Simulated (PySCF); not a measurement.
GeFCl3, SMILES [F][Ge]([Cl])([Cl])[Cl].

Geometry optimised at B3LYP-D3(BJ)/def2-SVP.

Level of theory: PBE/def2-TZVP in PySCF.

Symmetry labels are those of the subgroup Cs that the program uses (full group C3v).

Problem. List the valence orbital energies around the gap with their symmetry. (An estimate is asked for; the answer gives what the named calculation found.)

Solution. 
| orbital | symmetry | energy (eV) |
|---|---|---|
| HOMO−7 | A" | -9.97 |
| HOMO−6 | A' | -9.97 |
| HOMO−5 | A' | -9.04 |
| HOMO−4 | A' | -8.92 |
| HOMO−3 | A" | -8.92 |
| HOMO−2 | A' | -8.53 |
| HOMO−1 | A" | -8.53 |
| HOMO | A" | -8.34 |
| LUMO | A' | -3.38 |
| LUMO+1 | A' | -0.74 |
| LUMO+2 | A' | -0.35 |
| LUMO+3 | A" | -0.35 |
